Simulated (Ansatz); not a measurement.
**Nudged elastic band run: CH2OSSi**

input.yaml

```yaml
crystal:
  periodic: [false, false, false]
  atoms:
    - { symbol: Si, position_ang: [0.376885, 1.025624, -0.379839] }
    - { symbol: C, position_ang: [-0.015601, -0.599119, 0.257633] }
    - { symbol: O, position_ang: [0.138877, -1.348945, 1.320296] }
    - { symbol: S, position_ang: [-0.119671, -2.294605, -0.218113] }
    - { symbol: H, position_ang: [-0.407882, 1.177664, -1.635997] }
    - { symbol: H, position_ang: [0.027402, 2.039381, 0.65602] }
basis:
  gaussian: { orbitals: def2-SVP }
hamiltonian:
  xc: b3lyp
  dispersion: d4
neb:
  order_check: false
  images: 9
  f_tol: 0.03
  max_iterations: 60
  final_atoms:
    - { symbol: Si, position_ang: [0.92810156, 1.18232286, -0.227453] }
    - { symbol: C, position_ang: [-0.5354165, -0.07467084, -0.42856624] }
    - { symbol: O, position_ang: [-0.79629115, -0.83020045, 0.69762648] }
    - { symbol: S, position_ang: [0.80379387, -1.24299251, 0.00619692] }
    - { symbol: H, position_ang: [-1.12214003, -0.33679231, -1.32445982] }
    - { symbol: H, position_ang: [0.72196225, 1.30233325, 1.27665566] }
  initial_path:
    images:
      - { positions_ang: [[0.376885, 1.025624, -0.379839], [-0.015601, -0.599119, 0.257633], [0.138877, -1.348945, 1.320296], [-0.119671, -2.294605, -0.218113], [-0.407882, 1.177664, -1.635997], [0.027402, 2.039381, 0.65602]] }
      - { positions_ang: [[0.37857188, 1.05955021, -0.37113443], [-0.05277662, -0.56580744, 0.2135479], [0.09311908, -1.33654047, 1.27698478], [-0.07879532, -2.25477102, -0.25169234], [-0.4112942, 1.01395973, -1.52046019], [0.07118518, 2.083609, 0.65275428]] }
      - { positions_ang: [[0.38025876, 1.09347641, -0.36242986], [-0.08995224, -0.53249588, 0.1694628], [0.04736116, -1.32413595, 1.23367355], [-0.03791964, -2.21493704, -0.28527169], [-0.41470639, 0.85025547, -1.40492337], [0.11496836, 2.12783699, 0.64948857]] }
      - { positions_ang: [[0.38194563, 1.12740262, -0.35372529], [-0.12712786, -0.49918433, 0.1253777], [0.00160323, -1.31173142, 1.19036233], [0.00295603, -2.17510306, -0.31885103], [-0.41811859, 0.6865512, -1.28938656], [0.15875155, 2.17206499, 0.64622285]] }
      - { positions_ang: [[0.38363251, 1.16132883, -0.34502072], [-0.16430348, -0.46587277, 0.0812926], [-0.04415469, -1.2993269, 1.14705111], [0.04383171, -2.13526908, -0.35243038], [-0.42153079, 0.52284693, -1.17384974], [0.20253473, 2.21629299, 0.64295714]] }
      - { positions_ang: [[0.38531939, 1.19525504, -0.33631615], [-0.2014791, -0.43256121, 0.03720749], [-0.08991261, -1.28692237, 1.10373988], [0.08470739, -2.0954351, -0.38600972], [-0.42494298, 0.35914266, -1.05831293], [0.24631791, 2.26052098, 0.63969142]] }
      - { positions_ang: [[0.49387582, 1.1926686, -0.31454352], [-0.26826658, -0.36098314, -0.05594725], [-0.23118832, -1.19557799, 1.0225172], [0.22852469, -1.92494658, -0.30756839], [-0.56438239, 0.21995567, -1.1115423], [0.34144678, 2.06888344, 0.76708427]] }
      - { positions_ang: [[0.60243226, 1.19008217, -0.29277089], [-0.33505406, -0.28940506, -0.149102], [-0.37246403, -1.1042336, 0.94129452], [0.37234198, -1.75445806, -0.22912707], [-0.7038218, 0.08076868, -1.16477168], [0.43657565, 1.87724589, 0.89447712]] }
      - { positions_ang: [[0.71098869, 1.18749573, -0.27099826], [-0.40184154, -0.21782699, -0.24225675], [-0.51373973, -1.01288922, 0.86007184], [0.51615928, -1.58396955, -0.15068574], [-0.84326121, -0.05841832, -1.21800106], [0.53170452, 1.68560834, 1.02186997]] }
      - { positions_ang: [[0.81954513, 1.1849093, -0.24922563], [-0.46862902, -0.14624892, -0.33541149], [-0.65501544, -0.92154484, 0.77884916], [0.65997657, -1.41348103, -0.07224441], [-0.98270062, -0.19760531, -1.27123044], [0.62683338, 1.4939708, 1.14926281]] }
      - { positions_ang: [[0.92810156, 1.18232286, -0.227453], [-0.5354165, -0.07467084, -0.42856624], [-0.79629115, -0.83020045, 0.69762648], [0.80379387, -1.24299251, 0.00619692], [-1.12214003, -0.33679231, -1.32445982], [0.72196225, 1.30233325, 1.27665566]] }
```

Launched with:

```bash
$ ansatz run input.yaml --threads 1 --pin off --max-ram 2048MiB --backend cpu --events-out ev --progress --plain --runs-dir out
```

Output, in part (warnings, iteration lines, the closing report on the highest movable image, with atoms numbered from 0):

```
NEB end point (image 0): max|allowed force component| = 1.237e-2 eV/Å (the criterion of neb.relax_end_points is 1.000e-2)
NEB end point (image 10): max|allowed force component| = 1.020e-2 eV/Å (the criterion of neb.relax_end_points is 1.000e-2)
NEB iter   1: max|band force component| = 8.368e0 eV/Å  barrier→ = 3.3008 eV  barrier← = 3.6909 eV  Δτ_max = 0.1915 Å  (302 SCF iters)
NEB iter   2: max|band force component| = 4.665e0 eV/Å  barrier→ = 1.8011 eV  barrier← = 2.1912 eV  Δτ_max = 0.2000 Å  (313 SCF iters)
NEB iter   3: max|band force component| = 1.688e0 eV/Å  barrier→ = 0.9200 eV  barrier← = 1.3101 eV  Δτ_max = 0.1315 Å  (308 SCF iters)
NEB iter   4: max|band force component| = 1.070e0 eV/Å  barrier→ = 0.6594 eV  barrier← = 1.0495 eV  Δτ_max = 0.2000 Å  (293 SCF iters)
NEB iter   5: max|band force component| = 1.609e0 eV/Å  barrier→ = 0.7673 eV  barrier← = 1.1574 eV  Δτ_max = 0.0997 Å  (293 SCF iters)
NEB iter   6: max|band force component| = 1.170e0 eV/Å  barrier→ = 0.6854 eV  barrier← = 1.0755 eV  Δτ_max = 0.1017 Å  (285 SCF iters)
NEB iter   7: max|band force component| = 1.198e0 eV/Å  barrier→ = 0.5936 eV  barrier← = 0.9837 eV  Δτ_max = 0.0510 Å  (288 SCF iters)
NEB iter   8: max|band force component| = 4.538e-1 eV/Å  barrier→ = 0.5865 eV  barrier← = 0.9766 eV  CI = image 3  Δτ_max = 0.1002 Å  (284 SCF iters)
NEB iter   9: max|band force component| = 4.718e-1 eV/Å  barrier→ = 0.6214 eV  barrier← = 1.0116 eV  CI = image 3  Δτ_max = 0.0501 Å  (287 SCF iters)
NEB iter  10: max|band force component| = 3.930e-1 eV/Å  barrier→ = 0.6249 eV  barrier← = 1.0150 eV  CI = image 3  Δτ_max = 0.0289 Å  (283 SCF iters)
NEB iter  11: max|band force component| = 7.282e-2 eV/Å  barrier→ = 0.6242 eV  barrier← = 1.0143 eV  CI = image 3  Δτ_max = 0.0141 Å  (267 SCF iters)
NEB iter  12: max|band force component| = 5.245e-2 eV/Å  barrier→ = 0.6240 eV  barrier← = 1.0141 eV  CI = image 3  Δτ_max = 0.0252 Å  (241 SCF iters)
NEB iter  13: max|band force component| = 3.865e-2 eV/Å  barrier→ = 0.6238 eV  barrier← = 1.0140 eV  CI = image 3  Δτ_max = 0.0065 Å  (253 SCF iters)
NEB iter  14: max|band force component| = 2.881e-2 eV/Å  barrier→ = 0.6238 eV  barrier← = 1.0139 eV  CI = image 3  Δτ_max = 0.0000 Å  (487 SCF iters)
Total energy: -21817.81193135 eV, -801.7897998330 hartree
Atom 0 at     0.711566     1.252082    -0.538823 Å, force    -0.007800     0.001086    -0.001371 eV/Å
Atom 1 at     0.191107    -0.415514     0.103403 Å, force    -0.005779     0.009587    -0.001977 eV/Å
Atom 2 at    -0.365883    -1.057659     1.068099 Å, force     0.000700     0.001666    -0.000602 eV/Å
Atom 3 at     0.068231    -2.138838    -0.362256 Å, force     0.000139    -0.005093     0.000716 eV/Å
Atom 4 at    -0.651414     0.466330    -0.948858 Å, force     0.008188    -0.003905    -0.000796 eV/Å
Atom 5 at     0.046404     1.893598     0.678436 Å, force     0.004552    -0.003341     0.004031 eV/Å
Dipole moment:     0.003085    -0.209198    -0.091696 e Å
```

The run converged. A vibrational analysis at the climbing image gives one clearly imaginary mode, 680i cm⁻¹: a first-order saddle point. The orbitals stay closed-shell, which can raise the energy where a bond breaks towards radicals; this wasn't checked here.

Final band (atoms are numbered from 1 in the order of the input):

| image | path coordinate (Å) | energy (kJ/mol) | Si1–H5 (Å) | Si1–S4 (Å) | C2–H5 (Å) |
| --- | --- | --- | --- | --- | --- |
| 0 | 0.00 | 0.0 | 1.49 | 3.36 | 2.63 |
| 1 | 0.46 | 13.4 | 1.50 | 3.37 | 2.33 |
| 2 | 0.92 | 42.1 | 1.53 | 3.41 | 2.02 |
| 3 | 1.39 | 60.2 | 1.63 | 3.46 | 1.61 |
| 4 | 1.77 | 42.3 | 1.88 | 3.48 | 1.23 |
| 5 | 2.15 | 28.2 | 2.25 | 3.45 | 1.13 |
| 6 | 2.54 | 16.7 | 2.55 | 3.31 | 1.11 |
| 7 | 2.92 | 9.2 | 2.64 | 3.15 | 1.10 |
| 8 | 3.31 | -5.0 | 2.69 | 2.96 | 1.10 |
| 9 | 3.69 | -25.0 | 2.74 | 2.71 | 1.10 |
| 10 | 4.07 | -37.6 | 2.78 | 2.44 | 1.10 |

Run time: 2.1 min on 1 thread of AMD EPYC 9R45 96-Core Processor (Zen 5), on a shared host, peak memory 0.18 GiB.
